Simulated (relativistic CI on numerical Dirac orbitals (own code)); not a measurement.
Au³⁺: resonant inelastic scattering at the O2,3 edge

Computed with this model: Dirac-Coulomb-Breit CI, KLI orbitals optimised for each configuration, QED by a radiative potential, valence Slater integrals scaled by 0.9, Kramers-Heisenberg scattering through one core-hole configuration in a parametric crystal field; configurations [Xe] 4f14 5d8 → [Kr] 4d10 4f14 5s2 5p5 5d9; 300 K; core-hole width 1.5 eV; summed over polarisations. Incident energies are the highest absorption maxima for each field (at most a few, so the weaker spin-orbit partner edge can be absent), on the computed scale of the free ion. Intensities are in per cent of the strongest line above 0.02 eV; levels within 1 cm⁻¹ are merged; final levels count from the ground level, the first row holds all elastic scattering, lines under 0.4 are left out and each table stops after 24 rows. The scale of the Slater integrals is a model choice and moves the terms in proportion.

Field parameters in Wybourne normalisation: D4h B²₀ = −7Ds, B⁴₀ = 21(Dq − Dt), B⁴₄ = 21√(5/14) Dq; Oh B⁴₀ = 21Dq, B⁴₄ = √(5/14) B⁴₀; Td as Oh with Dq negative (B⁴₀ = 21Dq, B⁴₄ = √(5/14) B⁴₀). The field is a parameter set, without covalency.

S is read from ⟨S²⟩ = S(S + 1).

D4h, 10Dq = 30700, Ds = -680, Dt = 910 cm⁻¹:

| Final level (eV) | Degeneracy | Irrep | S | 57.7 eV | 62.6 eV |
| --- | --- | --- | --- | --- | --- |
| 0.000 | 1 | B2 | 0.99 | 407.4 | 64.8 |
| 0.014 | 2 | E | 0.99 | 95.5 | 11.0 |
| 1.422 | 1 | A1 | 0.33 | 15.5 | 48.1 |
| 1.490 | 1 | B1 | 0.26 | 11.2 | 56.4 |
| 2.668 | 1 | A2 | 0.98 | 24.8 | 38.8 |
| 2.738 | 1 | A1 | 0.91 | 14.3 | 3.2 |
| 2.788 | 1 | A1 | 0.43 | 9.5 | 100.0 |
| 2.889 | 2 | E | 0.96 | 64.1 | 69.6 |
| 3.040 | 1 | B1 | 0.97 | 16.9 | 5.1 |
| 3.219 | 1 | B2 | 0.95 | 49.3 | 13.5 |
| 3.595 | 2 | E | 0.89 | 68.1 | 31.7 |
| 3.870 | 1 | B1 | 0.99 | 37.3 | 5.6 |
| 4.308 | 1 | B2 | 0.98 | 12.3 | 13.4 |
| 4.485 | 1 | A2 | 0.99 | 11.0 | 5.1 |
| 4.595 | 2 | E | 0.74 | 39.3 | 6.7 |
| 4.640 | 2 | E | 0.83 | 8.8 | 16.8 |
| 4.713 | 1 | A1 | 0.78 | 11.3 | 2.9 |
| 4.904 | 1 | B1 | 0.89 | 8.4 | 6.5 |
| 4.990 | 2 | E | 0.84 | 13.6 | 16.1 |
| 5.159 | 1 | A1 | 0.91 | 14.9 | 9.1 |
| 5.532 | 2 | E | 0.29 | 5.1 | 24.6 |
| 5.559 | 1 | B2 | 0.37 | 7.6 | 6.8 |
| 6.037 | 1 | A2 | 0.17 | 0.8 | 16.5 |
| 6.540 | 1 | A1 | 0.93 | 3.3 | 4.2 |

Oh, 10Dq = 31600 cm⁻¹:

```
Final level (eV)  Degeneracy  Irrep     S  58.5 eV  62.1 eV  63.2 eV
           0.000           3     T2  0.99    339.6     49.1     40.8
           1.537           2      E  0.19     26.5     29.6     50.1
           2.933           1     A1  0.26      4.1     29.0     49.1
           3.696           2      E  0.98     18.2     28.5      8.4
           3.727           3     T1  0.97     50.0     46.0     69.6
           4.122           3     T2  0.94    100.0     27.0     15.8
           4.504           1     A2  1.00     26.0      0.2      0.9
           5.250           3     T2  0.91     38.2      5.4     13.4
           5.365           3     T1  0.97     10.5      4.2     11.3
           5.500           1     A1  0.88      5.1      2.9     10.4
           5.602           2      E  0.92     15.5      6.4      9.5
           5.864           3     T2  0.42     14.7      3.8     13.5
           6.385           3     T1  0.18      2.5     20.5     20.6
```

Td, 10Dq = -11950 cm⁻¹:

```csv
Final level (eV),Degeneracy,Irrep,S,55.9 eV,58.3 eV,61.9 eV
0.000,1,A1,0.98,63.1,49.3,13.7
0.283,3,T1,0.99,18.1,100.0,11.5
0.560,2,E,0.95,36.2,44.2,14.3
0.988,3,T2,0.95,1.7,6.3,10.5
1.437,3,T2,0.66,5.3,13.9,26.7
2.005,2,E,0.53,2.9,17.2,5.1
2.378,3,T1,0.99,10.4,2.0,11.2
2.795,2,E,0.98,1.3,0.6,8.2
2.910,3,T2,0.86,14.0,1.3,3.2
3.445,1,A1,0.72,1.1,7.3,12.5
3.686,3,T2,0.55,0.7,8.0,2.7
3.932,3,T2,0.81,0.3,0.4,0.9
3.967,2,E,0.65,2.1,4.6,2.6
4.055,3,T1,0.99,1.4,0.1,1.4
4.580,3,T1,0.09,0.7,4.7,19.8
4.592,1,A1,0.42,0.7,0.3,6.9
5.085,3,T2,0.66,1.9,2.6,0.4
6.027,2,E,0.26,0.2,4.4,3.1
```

For the first field the strongest loss at the lowest incident energy is the level at 3.60 eV (S = 0.89, against 0.99 in the thermal ground state). Levels of other spin, the first over 8 % at 1.42 eV, appear because spin-orbit coupling of the core hole, and in heavier ions of the valence shell too, mixes spins.
